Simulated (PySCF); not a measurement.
Pb(Br)(OH) (BrHOPb), SMILES [Pb]([OH])[Br] (connectivity only; charge and spin as stated), neutral, multiplicity 1. Atoms are numbered in the order given.

```xyz
4

Pb     0.2447     0.6846     0.0000
Br    -0.1039    -1.9261     0.0000
O     -1.8046     1.1475     0.0000
H     -1.9948     2.0936     0.0000
```

Coordinates come from a B3LYP-D3(BJ)/def2-TZVP optimisation. The def2 effective core potentials stand for the cores of Pb; spin–orbit coupling is left out. One conformer was computed; it need not be the lowest.

Computed with CAM-B3LYP/def2-TZVPD in PySCF.

The molecule is in vacuum.

Computed frontier levels, gap, dipole moment and polarisability:
The highest occupied level is -8.89 eV, the lowest empty level is -1.93 eV and the orbital gap is 6.96 eV. The dipole moment comes out as 5.41 D. The quadrupole, principal values (traceless, Buckingham form, about the centre of nuclear charge) is -5.92, 1.68, 4.25 D·Å. The mean static polarisability is 71.9 bohr³ (10.65 Å³) and the polarisability, principal values is 52.0, 67.9, 95.7 bohr³.
